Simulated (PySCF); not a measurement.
**Ti(SH)2: what the settings change**

Ti(SH)2: Ti(II) (d2), charge 0. The structure is a PBE0-D3(BJ)/def2-TZVP geometry optimised for multiplicity 3; coordination linear, point group C2h, metal–donor distances 2.33 Å.

```
5

Ti    0.0000    0.0000    0.0000
S     0.0000    0.0000    2.3270
H     1.3374    0.0000    2.4936
S     0.0000    0.0000   -2.3270
H    -1.3374    0.0000   -2.4936
```

Method (PySCF 2.14, density fitting): CASSCF(2,5) with orbitals averaged over all microstates of the shell, strongly contracted NEVPT2 on the averaged canonical orbitals; basis x2c-TZVPall on the metal, x2c-SVPall elsewhere; spin-free X2C; gas phase; spin-orbit coupling by state interaction with the mean-field operator over all roots.

Base run: NEVPT2 ground state 3Bg, next 3Ag at 241, then 3Ag at 957 cm⁻¹, B(CASSCF) 709, ζ 104 cm⁻¹, μeff(300 K) 3.11 μB.

What happens with the basis x2c-TZVPall on all atoms?

NEVPT2 ground state 3Bg, next 3Ag at 184, then 3Ag at 1330 cm⁻¹, B(CASSCF) 707, ζ 104 cm⁻¹, μeff(300 K) 3.10 μB. It took 5.4 s against 3.8 s on a shared host of the same kind.

What happens with orbitals averaged over the highest spin alone?

NEVPT2 ground state 3Bg, next 3Ag at 234, then 3Ag at 975 cm⁻¹, B(CASSCF) 718, ζ 106 cm⁻¹, μeff(300 K) 3.10 μB.

3Ag (241 cm⁻¹) lies within 300 cm⁻¹ of 3Bg at NEVPT2 level, inside the method's error: their order is undecided, and g values and low-temperature moments can hang on it. NEVPT2 lifts 3Bg from 2806 to 4028 cm⁻¹; on the d shell alone such lifts tend to overshoot. An active orbital has only 0.71 squared overlap with the free ion's shell, so the metal shell alone is a small active space here.
